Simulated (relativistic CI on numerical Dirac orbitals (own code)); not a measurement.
# Rh⁺: L-alpha,beta X-ray emission

Computed with this model: Dirac-Coulomb-Breit CI, separate exchange-only KLI orbitals for each configuration, QED by a radiative potential, multiplet model of X-ray emission after core ionisation, unscaled Slater integrals; configurations [Kr] 4d8 → [He] 2s2 2p5 3s2 3p6 3d10 4s2 4p6 4d8 → [Ar] 3d9 4s2 4p6 4d8; 300 K; Lorentzian 2 eV and Gaussian 0.6 eV FWHM. Energies are those of the free ion, without screening or charge transfer. S is read from ⟨S²⟩ = S(S + 1).

Field parameters in Wybourne normalisation: Oh B⁴₀ = 21Dq, B⁴₄ = √(5/14) B⁴₀. The field is a parameter set, without covalency.

Computed curve for Oh, 10Dq = 9500 cm⁻¹, scaled to 100 at the maximum (points under 2 are left out and the grid is thinned):

(Energy (eV), Intensity): (2687.0, 2.1), (2687.8, 2.9), (2688.6, 4.0), (2689.6, 6.2), (2690.4, 8.2), (2691.2, 9.9), (2692.0, 11.8), (2692.8, 14.9), (2693.8, 18.5), (2694.6, 21.9), (2695.4, 28.0), (2696.2, 41.1), (2697.0, 68.3), (2698.0, 100.0), (2698.8, 70.3), (2699.6, 35.1), (2700.4, 18.4), (2701.2, 11.0), (2702.2, 6.6), (2703.0, 4.8), (2703.8, 3.6), (2704.6, 2.8), (2705.6, 2.2), (2828.8, 2.4), (2829.6, 3.5), (2830.4, 5.2), (2831.2, 7.9), (2832.2, 13.0), (2833.0, 20.2), (2833.8, 27.8), (2834.6, 34.4), (2835.4, 40.0), (2836.4, 29.7), (2837.2, 22.3), (2838.0, 17.2), (2838.8, 12.4), (2839.6, 7.7), (2840.6, 4.3), (2841.4, 2.9), (2842.2, 2.1)

The ground state has S = 1.00, and the centroid lies at 2744.38 eV.
